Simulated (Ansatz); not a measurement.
`NB(Cl)Br` + `[NH2][Hf]([F])([Cl])[Br]` → `ClB(Br)Br` + `[NH2][Hf]([NH2])([F])[Cl]`  (redistribution)

Isolated molecules relaxed with PBE0-D4/def2-TZVP in Ansatz; ΔE leaves out vibrations. CBS: MP2 limit from def2 TZ/QZ plus the TZ coupled-cluster correction, frozen cores. DFT in def2-TZVPP. B3LYP here is the variant with VWN-RPA as its local correlation; programs differ in this. HSE06 is defined as in plane-wave codes. Elements past krypton have def2 core potentials. For Br, Hf outer-core shells are correlated without core-valence functions, which leaves a few kJ/mol of doubt a bond. Scalar relativity is left out up to krypton. Each species was taken in one conformer, which may not be the lowest.

```json
{"level": "LDA (SPW92)", "ΔE (kJ/mol)": "159.3", "difference from CCSD(T)/CBS": "1.2"}
{"level": "PBE-D4", "ΔE (kJ/mol)": "152.0", "difference from CCSD(T)/CBS": "-6.1"}
{"level": "BLYP-D4", "ΔE (kJ/mol)": "152.5", "difference from CCSD(T)/CBS": "-5.6"}
{"level": "r2SCAN-D4", "ΔE (kJ/mol)": "162.3", "difference from CCSD(T)/CBS": "4.2"}
{"level": "B97M-V", "ΔE (kJ/mol)": "162.8", "difference from CCSD(T)/CBS": "4.7"}
{"level": "PBE0-D4", "ΔE (kJ/mol)": "162.0", "difference from CCSD(T)/CBS": "3.9"}
{"level": "B3LYP-D4", "ΔE (kJ/mol)": "161.2", "difference from CCSD(T)/CBS": "3.1"}
{"level": "r2SCANh-D4", "ΔE (kJ/mol)": "164.7", "difference from CCSD(T)/CBS": "6.6"}
{"level": "r2SCAN0-D4", "ΔE (kJ/mol)": "168.1", "difference from CCSD(T)/CBS": "10.0"}
{"level": "HSE06-D4", "ΔE (kJ/mol)": "162.1", "difference from CCSD(T)/CBS": "4.0"}
{"level": "CAM-B3LYP-D4", "ΔE (kJ/mol)": "166.0", "difference from CCSD(T)/CBS": "7.9"}
{"level": "ωB97X-V", "ΔE (kJ/mol)": "162.4", "difference from CCSD(T)/CBS": "4.3"}
{"level": "ωB97M-V", "ΔE (kJ/mol)": "163.4", "difference from CCSD(T)/CBS": "5.3"}
{"level": "B2PLYP", "ΔE (kJ/mol)": "162.7", "difference from CCSD(T)/CBS": "4.6"}
{"level": "PBE-QIDH", "ΔE (kJ/mol)": "165.9", "difference from CCSD(T)/CBS": "7.8"}
{"level": "PBE", "ΔE (kJ/mol)": "153.3", "difference from CCSD(T)/CBS": "-4.8"}
{"level": "revPBE", "ΔE (kJ/mol)": "150.9", "difference from CCSD(T)/CBS": "-7.2"}
{"level": "BLYP", "ΔE (kJ/mol)": "155.0", "difference from CCSD(T)/CBS": "-3.1"}
{"level": "r2SCAN", "ΔE (kJ/mol)": "162.5", "difference from CCSD(T)/CBS": "4.4"}
{"level": "B3LYP", "ΔE (kJ/mol)": "163.3", "difference from CCSD(T)/CBS": "5.2"}
{"level": "r2SCANh", "ΔE (kJ/mol)": "164.9", "difference from CCSD(T)/CBS": "6.8"}
{"level": "r2SCAN0", "ΔE (kJ/mol)": "168.4", "difference from CCSD(T)/CBS": "10.3"}
{"level": "BHLYP", "ΔE (kJ/mol)": "174.0", "difference from CCSD(T)/CBS": "15.9"}
{"level": "CAM-B3LYP", "ΔE (kJ/mol)": "167.1", "difference from CCSD(T)/CBS": "9.0"}
{"level": "LC-ωPBE", "ΔE (kJ/mol)": "164.4", "difference from CCSD(T)/CBS": "6.3"}
{"level": "RPA@PBE/def2-TZVPP", "ΔE (kJ/mol)": "152.2", "difference from CCSD(T)/CBS": "-5.9"}
{"level": "HF/def2-SVP", "ΔE (kJ/mol)": "187.6", "difference from CCSD(T)/CBS": "29.5"}
{"level": "MP2/def2-SVP", "ΔE (kJ/mol)": "164.8", "difference from CCSD(T)/CBS": "6.7"}
{"level": "CCSD/def2-SVP", "ΔE (kJ/mol)": "166.2", "difference from CCSD(T)/CBS": "8.1"}
{"level": "HF/def2-TZVPP", "ΔE (kJ/mol)": "185.9", "difference from CCSD(T)/CBS": "27.8"}
{"level": "MP2/def2-TZVPP", "ΔE (kJ/mol)": "158.1", "difference from CCSD(T)/CBS": "0.0"}
{"level": "SCS-MP2/def2-TZVPP", "ΔE (kJ/mol)": "158.8", "difference from CCSD(T)/CBS": "0.7"}
{"level": "CCSD/def2-TZVPP", "ΔE (kJ/mol)": "162.2", "difference from CCSD(T)/CBS": "4.1"}
{"level": "CCSD(T)/def2-TZVPP", "ΔE (kJ/mol)": "159.3", "difference from CCSD(T)/CBS": "1.2"}
{"level": "HF/def2-QZVPP", "ΔE (kJ/mol)": "186.2", "difference from CCSD(T)/CBS": "28.1"}
{"level": "MP2/def2-QZVPP", "ΔE (kJ/mol)": "157.4", "difference from CCSD(T)/CBS": "-0.7"}
{"level": "SCS-MP2/def2-QZVPP", "ΔE (kJ/mol)": "158.5", "difference from CCSD(T)/CBS": "0.4"}
{"level": "HF/CBS(def2)", "ΔE (kJ/mol)": "186.2", "difference from CCSD(T)/CBS": "28.1"}
{"level": "MP2/CBS(def2)", "ΔE (kJ/mol)": "156.9", "difference from CCSD(T)/CBS": "-1.2"}
{"level": "CCSD/CBS(def2)", "ΔE (kJ/mol)": "161.0", "difference from CCSD(T)/CBS": "2.9"}
{"level": "CCSD(T)/CBS", "ΔE (kJ/mol)": "158.1", "difference from CCSD(T)/CBS": "0"}
```

Question: What do rigid-rotor, harmonic-oscillator terms from PBE0-D4/def2-TZVP frequencies (298.15 K, 1 bar) make of the CCSD(T)/CBS value? (Estimate.)

Answer: Computed: ΔZPE = -8.5 kJ/mol, ΔH = +150.9 kJ/mol, ΔS = 2 J/(mol·K), ΔG = +150.3 kJ/mol.

Largest T1 diagnostic among the species: 0.014.

In def2-TZVPP, CCSD(T) changes the Hartree–Fock value by −26.6 kJ/mol (the triples alone add −2.9 kJ/mol) and MP2 by −27.9 kJ/mol. Leaving LDA and LC-ωPBE aside and taking each functional with its dispersion term where it has one, the values, not all of them listed here, spread over 22.2 kJ/mol, from revPBE-D4 to BHLYP-D4. LDA lies +6.0 kJ/mol from PBE without D4.
